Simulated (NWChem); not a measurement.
Species: SiHBrF$_{2}$; SMILES F[SiH](F)Br

```xyz
5

Si     0.3784     0.9165     0.0000
F     -0.3015     1.5839    -1.2916
F     -0.3015     1.5839     1.2916
Br    -0.0426    -1.2291     0.0000
H      1.8242     1.1919     0.0000
```
Atoms are numbered in this order, from 1.

Program: NWChem. Geometry: optimised at PBE0/def2-SVP. Level: PBE0/def2-SVP with SMD (1 M gas to 1 M solution), gas-phase geometry. Reactions with the solvent are ignored.

For solvent n-hexane:

solvation free energy (kcal/mol): -2.5
cavity-dispersion-structure term (kcal/mol): -1.7
dipole in solution (D): 1.47

Question: What are these values for solvent water?

Answer: 
* **solvation free energy (kcal/mol)**: -0.1
* **cavity-dispersion-structure term (kcal/mol)**: 1.8
* **dipole in solution (D)**: 1.65
